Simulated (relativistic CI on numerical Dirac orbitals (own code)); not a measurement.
Computed by Dirac-Coulomb-Breit CI, KLI orbitals optimised for each configuration, model QED (radiative potential, 1s self-energy scaled to tabulated hydrogen-like ionisation energies), unscaled Slater integrals (own radial code, finite nucleus).

Configuration list (outside the closed core [Ne]): 3s²3p⁶3d⁹, 3s²3p⁵3d¹⁰, 3s3p⁶3d¹⁰, 3s²3p⁶3d⁸4s, 3s²3p⁶3d⁸4p, 3s²3p⁶3d⁸4d, 3s²3p⁶3d⁸4f, 3s²3p⁴3d¹⁰4s, 3s²3p⁵3d⁹4s, 3s²3p⁶3d⁷4s², 3s²3p⁴3d¹⁰4p, 3s²3p⁶3d⁷4s4p, 3s²3p⁵3d⁹4p, 3s²3p⁶3d⁸5s, 3s²3p⁶3d⁷4p², 3s²3p⁴3d¹⁰4d, 3s²3p⁶3d⁸5p, 3s3p⁵3d¹⁰4s, 3s²3p⁶3d⁷4s4d, 3s²3p⁵3d⁹4d, 3s²3p⁶3d⁸5d, 3s3p⁵3d¹⁰4p, 3s3p⁶3d⁹4s, 3s²3p⁶3d⁷4p4d, 3s²3p⁶3d⁸5f, 3s²3p⁵3d⁸4s², 3s²3p⁶3d⁸5g, 3s3p⁶3d⁹4p, 3s3p⁵3d¹⁰4d, 3s²3p⁶3d⁷4d², 3s²3p⁵3d⁹4f, 3p⁶3d¹⁰4s, 3s²3p⁵3d⁸4s4p, 3s²3p⁶3d⁸6s, 3s²3p⁶3d⁸6p, 3p⁶3d¹⁰4p. Levels of other configurations are missing.

At this charge energies of transitions that change n are usually good to better than 1 %, and those within a shell (Δn = 0) to a few per cent.

Outline of the computed level scheme of In XXIII. Lowest level of each configuration: 3s²3p⁶3d⁹ ²D5/2 at 0.000 eV; 3s²3p⁵3d¹⁰ ²P°3/2 at 218.334 eV; 3s3p⁶3d¹⁰ ²S1/2 at 379.621 eV; 3s²3p⁶3d⁸4s ⁴F9/2 at 435.665 eV; 3s²3p⁶3d⁸4p ⁴D°7/2 at 478.960 eV.

Some strong electric-dipole decays among the lowest 45 levels: 3s²3p⁵3d¹⁰ ²P°1/2 → 3s²3p⁶3d⁹ ²D3/2 (8.6e+11 s⁻¹); 3s²3p⁶3d⁸4p ²D°5/2 → 3s²3p⁶3d⁹ ²D5/2 (6.8e+11 s⁻¹); 3s²3p⁶3d⁸4p ⁴D°3/2 → 3s²3p⁶3d⁹ ²D5/2 (6.7e+11 s⁻¹); 3s²3p⁶3d⁸4p ²D°5/2 → 3s²3p⁶3d⁹ ²D5/2 (5.6e+11 s⁻¹); 3s²3p⁵3d¹⁰ ²P°3/2 → 3s²3p⁶3d⁹ ²D5/2 (5.3e+11 s⁻¹); 3s²3p⁶3d⁸4p ²F°7/2 → 3s²3p⁶3d⁹ ²D5/2 (4.7e+11 s⁻¹); 3s²3p⁶3d⁸4p ⁴G°5/2 → 3s²3p⁶3d⁹ ²D5/2 (3.6e+11 s⁻¹); 3s3p⁶3d¹⁰ ²S1/2 → 3s²3p⁵3d¹⁰ ²P°3/2 (3.1e+11 s⁻¹).

LS names give the leading component of a level, which can be under half, so a name can repeat, a term be missing and a line seem to break the LS rules.
